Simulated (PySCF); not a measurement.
Calculation: PBE-D3(BJ)/def2-TZVP // r2SCAN-D4/def2-SVP in PySCF. All species are isolated molecules in the gas phase. One relaxed conformer stands for a flexible species; it need not be the lowest. 

Reference species: [Co(H2O)2(NH3)4]3+ (excited quintet) (charge +3, multiplicity 5).

```
Quantity                                                        Value
------------------------------------------------------------  -------
charge on the central atom (meta-Löwdin)                       1.37 e
mean distance from the central atom to its bonded neighbours  2.123 Å
```

Changed species: [Co(H2O)5(NH3)]3+ (excited quintet) (1 of 6 H2O replaced by NH3, multiplicity 5; the reference has 4 of 6 H2O replaced by NH3, multiplicity 5).

**Question.** What does the change do to the charge on the central atom (meta-Löwdin) and mean distance from the central atom to its bonded neighbours?

**Answer.** the charge on the central atom (meta-Löwdin) rises by 0.10 e, to 1.47 e; the mean distance from the central atom to its bonded neighbours drops by 0.076 Å, to 2.047 Å.
